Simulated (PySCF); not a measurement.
Computed with PBE0 in PySCF with Se def2-TZVP, H def2-TZVP; no relativity; density-fitted integrals.

```xyz
7
charge 0 multiplicity 1, angstrom
Se    0.0000    0.0000    0.0000
H     0.0000    0.0000    1.5565
H     0.0000    0.0000   -1.5565
H     1.5565    0.0000    0.0000
H     0.0000    1.5565    0.0000
H    -1.5565    0.0000    0.0000
H     0.0000   -1.5565    0.0000
```

SeH₆ (singlet), along the line from Se1 (at 0) through H2 (at 1.557 Å).

**Question.** Tabulate the fields along this line at -0.47, -0.39, -0.31, -0.23, -0.16, -0.08, 0.08, 0.16, 0.23, 0.31, 0.39, 0.47, 0.54, 0.62, 0.70, 0.78, 0.86, 0.93, 1.01, 1.09, 1.17, 1.25, 1.32, 1.40, 1.48, 1.63, 1.71, 1.79, 1.87, 1.95, 2.02, 2.10, 2.18, 2.26, 2.33, 2.41, 2.49 Å.

**Answer.** 
```tsv
distance (Å)	electron density (e/Å³)	electron localisation function	electrostatic potential (V)
-0.47	7.89	0.439	113
-0.39	19.2	0.681	171
-0.31	45.4	0.779	286
-0.23	90.1	0.684	544
-0.16	163	0.244	1200
-0.08	1220	0.791	3620
0.08	1220	0.791	3620
0.16	163	0.244	1200
0.23	90.1	0.684	544
0.31	45.4	0.779	286
0.39	19.2	0.681	171
0.47	7.89	0.439	113
0.54	3.6	0.216	78.9
0.62	2.02	0.144	56.9
0.70	1.44	0.2	41.8
0.78	1.22	0.415	31.1
0.86	1.13	0.698	23.5
0.93	1.09	0.862	18.5
1.01	1.09	0.934	15.8
1.09	1.13	0.968	15.2
1.17	1.21	0.985	17.3
1.25	1.35	0.994	23.1
1.32	1.57	0.998	35.8
1.40	1.85	0.999	64.5
1.48	2.29	1	156
1.63	2.06	1	156
1.71	1.46	1	64.2
1.79	1.04	1	34.8
1.87	0.736	1	21.1
1.95	0.522	0.999	13.5
2.02	0.374	0.999	8.89
2.10	0.269	0.999	5.98
2.18	0.195	0.998	4.07
2.26	0.142	0.998	2.79
2.33	0.104	0.998	1.91
2.41	0.0771	0.997	1.31
2.49	0.0577	0.997	0.898
```

On a grid of 0.08 Å the density has a local minimum along the bond near 0.93 Å from Se, at 1.09 e/Å³, where the ELF is 0.86.
